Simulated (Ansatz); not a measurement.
HgCl2, relaxed as a singlet with RKS PBE0-D4/def2-TZVP in Ansatz, starting from the GFN1-xTB geometry. Force threshold 0.02 eV/Å.

In the def2 sets Hg takes a core potential; there is no spin–orbit coupling. The structure comes from a short search, and lower isomers may exist.

Start:

```tsv
atom	x (Å)	y (Å)	z (Å)
Hg1	0.0127	0.0010	0.0014
Cl2	0.0637	-1.9602	1.1696
Cl3	-0.0764	1.9592	-1.1709
```

Question: Estimate the energy that the relaxation releases and the steps that it takes.

Answer: 0.3 kcal/mol, in 3 steps; 2.6 s on 4 threads of Arm Neoverse V2 on a shared host. No frequencies were taken in this run, so the end may be a saddle point.

Question: Does the start keep its bonding and symmetry?

Answer: By distances, no bond broke or formed. The bond that changes most is Hg1–Cl3, from 2.28 to 2.26 Å (atoms count from 1). Point group D∞h at the start, D∞h at the end, both within 0.05 Å.

Question: Predict the relaxed structure.

Answer: 
```xyz
3

Hg    0.001    0.000    0.000
Cl    0.069   -1.937    1.156
Cl   -0.070    1.937   -1.157
```
Bond lengths: 2 × Cl–Hg 2.26 Å.
